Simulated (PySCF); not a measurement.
SiFBr, SMILES [Si](F)Br (connectivity only; charge and spin as stated), neutral, multiplicity 1. Geometry optimised at ωB97X-D3(BJ)/def2-TZVP.

PySCF with TDDFT-M06-2X/def2-SVPD puts the lowest singlet excitations at 4.07, 5.09, 5.75, 6.85, 7.14, 7.58 eV.

### Question
What are the lowest excitation roots from PySCF with ADC(2)/aug-cc-pVDZ? (Estimate from the structure and the level; the computed values follow.)

### Answer
4.25, 5.24, 5.70, 6.82, 7.09, 7.48 eV. S1 differs by 0.18 eV (second minus first; roots are paired by order, and the bases may differ).
